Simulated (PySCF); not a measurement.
SMILES [SiH]([SiH3])[SiH3] (H7Si3), doublet (PBE0/def2-SVP optimised geometry):

```
10

Si    -1.181    -0.335     0.000
Si     1.152    -0.335     0.000
Si     2.222     0.354     1.955
H     -1.745     1.053     0.000
H     -1.660    -1.042     1.227
H     -1.690    -1.053    -1.208
H      1.745     0.260    -1.241
H      2.071     1.826     2.193
H      3.681     0.036     1.878
H      1.623    -0.377     3.114
```

Method: PySCF with unrestricted PBE0/def2-TZVP.

### Question
What are the frontier orbital energies (α orbitals alone; a β orbital can be the lowest empty one) and the dipole moment?

### Answer
HOMO-2 -9.12 eV, HOMO-1 -8.23 eV, HOMO -6.16 eV, LUMO -0.33 eV, LUMO+1 0.14 eV; dipole moment 0.05 D.

On the same geometry unrestricted PBE/def2-TZVP in PySCF gives HOMO-2 -7.89 eV, HOMO-1 -7.16 eV, HOMO -5.15 eV, LUMO -1.15 eV, LUMO+1 -0.70 eV; dipole moment 0.05 D.

Meta-Löwdin charges at PBE0/def2-TZVP: Si1 0.22, Si2 0.01, Si3 0.22, H4 -0.07, H5 -0.07, H6 -0.07, H7 -0.05, H8 -0.07, H9 -0.07, H10 -0.07.
